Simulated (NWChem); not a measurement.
Species: InHOCl$_{2}$; SMILES [OH][In]([Cl])[Cl]

```xyz
5

In     0.2358     0.0086     0.0000
Cl    -0.9532    -1.9989     0.0000
Cl    -0.9195     2.0208     0.0000
O      2.2147     0.0115     0.0000
H      2.5660    -0.8881     0.0000
```
Atoms are numbered in this order, from 1.

All runs use the structure optimised with PBE0/def2-SVP. Not confirmed as a minimum by frequencies. def2 effective core potentials on In; no spin-orbit coupling.

Symmetry labels are those of Cs in the frame above (b1 and b2, or b-type labels, depend on it).

Problem. List the 4 lowest vertical singlet excitations from PBE0/def2-SVPD with def2 effective core potentials on In, TDA (NWChem).

Solution. 
```tsv
state	energy (eV)	oscillator strength	symmetry	leading excitation (squared amplitude)
S1	4.89	0.002	a"	HOMO → LUMO (0.98)
S2	5.12	0.021	a'	HOMO−2 → LUMO (0.49)
S3	5.16	0.000	a"	HOMO−3 → LUMO (0.99)
S4	5.23	0.054	a'	HOMO−1 → LUMO (0.46)
```
